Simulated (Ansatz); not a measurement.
ClH2Si, SMILES [SiH2]Cl, multiplicity 2.

The structure is a stationary point at B3LYP-D3(BJ)/def2-TZVP. The isomer is the one that the SMILES or the coordinates give; other isomers of the formula were not compared.

Two levels are set side by side: PBE/def2-TZVPD (Ansatz, a program for electronic structure) and CAM-B3LYP/def2-TZVPD (Ansatz). Energy differences of separate SCF runs at the same geometry; the states with an electron removed or added have multiplicity 1 and 1. Differences are taken from unrounded values.

```json
[
 {"quantity": "vertical ionisation energy (eV)", "CAM-B3LYP": "8.99", "PBE": "8.78", "PBE minus CAM-B3LYP": "-0.20"},
 {"quantity": "vertical electron affinity (eV)", "CAM-B3LYP": "1.11", "PBE": "1.05", "PBE minus CAM-B3LYP": "-0.06"}
]
```
